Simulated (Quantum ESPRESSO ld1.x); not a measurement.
The numbers below are computed, except where a source is named.
The aim is the osmium ion Os3+ in [Xe] 4f14 5d5. What will ld1.x (Quantum ESPRESSO 7.5) do with this input?

```
 &input
    zed=76.0,
    iswitch=1,
    rel=1,
    dft='R2SCAN',
    config='[Xe] 4f14 5d5',
    verbosity='high',
    prefix='ld1',
    max_out_wfc=37,
    file_charge='ld1.rho',
 /
```

Answer. Refused. The program stops in set_dft_from_name with "libxc needed for this functional": this build has no Libxc.

Output (excerpt):

```
     Program LD1 v.7.5 starts

 %%%%%%%%%%%%%%%%%%%%%%%%%%%%%%%%%%%%%%%%%%%%%%%%%%%%%%%%%%%%%%%%%%%%%%%%%%%%%%
     Error in routine set_dft_from_name (2):
     libxc needed for this functional
 %%%%%%%%%%%%%%%%%%%%%%%%%%%%%%%%%%%%%%%%%%%%%%%%%%%%%%%%%%%%%%%%%%%%%%%%%%%%%%

     stopping ...
```

Run on one thread of a shared host, so times are rough (Intel(R) Xeon(R) Processor @ 2.60GHz): 0.34 s of CPU time, 0.54 s wall.
